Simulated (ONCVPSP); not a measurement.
What one change does to a pseudopotential (magnesium, ONCV)

magnesium (Mg), optimised norm-conserving Vanderbilt (ONCV), made with ONCVPSP 4.0.1 (PBE, scalar-relativistic). Core [Ne], reference 3s2. Waves: 3s: rc 1.80 bohr, ncon 3, nbas 6, qcut 4.4 1/bohr, 2 projectors, debl 1 Ha; p scattering state at 0.38 Ha: rc 1.80 bohr, ncon 3, nbas 7, qcut 5.3 1/bohr, local. Local part: the p channel. Core correction: Teter function, fcfact 1.5, rcfact 1.65.

All-electron outer shells of the reference configuration (PBE, scalar-relativistic, ld1.x):

```tsv
shell	level (eV)	outermost node (bohr)	outermost maximum (bohr)
2p	-46.61	–	0.48
3s	-4.70	0.90	2.56
```

Change: p: nproj 1; local potential polynomial inside 1.45 bohr (lpopt 5, dvloc0 0 Ha).

Cutoffs: the cutoffs (Ha) at which the residual kinetic energy of the hardest occupied pseudo-wave falls to 1 and 0.1 mHa per electron; they do not see the model core or the augmentation charge, which bear on the density cutoff. Errors are all-electron minus pseudo energies relative to the spin-unpolarised reference configuration.

Task: Predict the effect on cutoff, ghosts and configuration errors.

Result: The potential gets neither clearly harder nor softer (5.0 Ha and 34 Ha → 5.0 Ha and 34 Ha); the bound ghost in s disappears; of the 4 tests that both files solve, the error grows in 2 and shrinks in 0 by more than 15 % and 0.3 meV (median size 16.5 → 19.5 meV); the range in which the s phases agree narrows (upper end 4.2 → 1.9). In the separable form a ghost depends on how the local part lies against the semilocal potential of the channel, so the choice of the local part can create or remove one.

```csv
quantity,base,changed
"cutoff, loose",5.0 Ha,5.0 Ha
"cutoff, tight",34 Ha,34 Ha
bound ghosts,s,none
GHOST(+) flags under 300 eV,none,s at 60.1 eV
"error for 3s1, meV [ΔE 7.96 eV]",-11,-11
"error for 3s1.5, meV [ΔE 3.14 eV]",-2.4,-2.5
"error for 3s1 3p1, meV [ΔE 3.49 eV]",+22,+28
"error for 3s0 3p2, meV [ΔE 7.18 eV]",+55,+66
s: phases at 1.83 bohr within 0.05 rad from the reference energy up to (Ha; the scan ends near 5),4.2,1.9
p: phases at 1.83 bohr within 0.05 rad from the reference energy up to (Ha; the scan ends near 5),1.4,1.0
"rms error of d²Exc/dni dnj with the model core, mHa",0.31,0.31
```

Base: The cutoffs count occupied waves only; projector 2 of the s channel, the hardest unoccupied one, needs 20 Ha at the loose tolerance. Changed file: The cutoffs count occupied waves only; projector 2 of the s channel, the hardest unoccupied one, needs 20 Ha at the loose tolerance. A true bound ghost makes a file unfit for plane-wave use even where its test errors are small: the radial tests pick states by their node count and pass the ghost by.
